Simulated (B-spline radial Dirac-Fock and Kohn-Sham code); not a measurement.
Relativistic shifts of the levels of Ho⁴⁴⁺

System: holmium as Ho⁴⁴⁺, [Ar] 3d5.

Both columns are ΔSCF binding energies of the configuration average from a radial B-spline solver: non-relativistic Hartree-Fock with a point nucleus, and Dirac-Fock with a finite nucleus and the Coulomb interaction alone, averaged over the two j levels with weights 2j+1.

```
shell  Hartree-Fock (eV)  Dirac-Fock (eV)  shift (eV)  shift (%)
   1s            54713.6          58398.4    +3684.75      +6.73
   2s            10900.0          11888.0     +988.04      +9.06
   2p            10506.5          10844.8     +338.30      +3.22
   3s             4046.5           4320.5     +274.03      +6.77
   3p             3874.9           3988.4     +113.46      +2.93
   3d             3608.4           3613.9       +5.57      +0.15
```

Relativity binds 1s, 2s, 2p, 3s, 3p, 3d more strongly, among those listed most of all 2s in relative terms.

Values without a named source are computed, but for edge energies of neutral atoms, which are taken from tables.
